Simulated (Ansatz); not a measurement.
Two isomers of C2H4SSi: A = `[SiH3]C1=CS1`, B = `SC1=C[SiH2]1`.

Program: Ansatz. Geometries: PBE0-D4/def2-TZVP. ΔE: electronic, gas phase. CBS: MP2 limit from def2 TZ/QZ plus the TZ coupled-cluster correction, frozen cores. DFT in def2-TZVPP. B3LYP here is the variant with VWN-RPA as its local correlation; programs differ in this. Each species was taken in one conformer, which may not be the lowest.

Problem. Which is lower in electronic energy at CCSD(T)/CBS, and by how much? (Estimate.)

Solution. The calculation gave: B, by 14.1 kcal/mol.

Problem. Give E(B) − E(A) in kcal/mol with PBE-D4, CCSD(T)/def2-TZVPP, B3LYP-D4, CCSD/def2-TZVPP, LDA (SPW92), HF/def2-TZVPP, CCSD(T)/def2-SVP. (Estimate.)

Solution. The calculation gave: PBE-D4 -16.9, CCSD(T)/def2-TZVPP -14.5, B3LYP-D4 -15.1, CCSD/def2-TZVPP -15.0, LDA (SPW92) -20.1, HF/def2-TZVPP -14.9, CCSD(T)/def2-SVP -16.1. None reverses the order clearly.

Problem. Does the order hold for the free energy at 298.15 K (harmonic terms from PBE0-D4)? (Best estimate.)

Solution. The calculation gave: Yes: G(B) − G(A) = -12.2 kcal/mol, for one conformer each.

Largest T1 diagnostic: 0.014.

At CCSD(T), def2-SVP lies −2.0 kcal/mol from the extrapolated value and def2-TZVPP −0.4 kcal/mol. From PBE to PBE0 (25 % exact exchange), in def2-TZVPP and without D4, E(B) − E(A) moves by −1.0 kcal/mol.
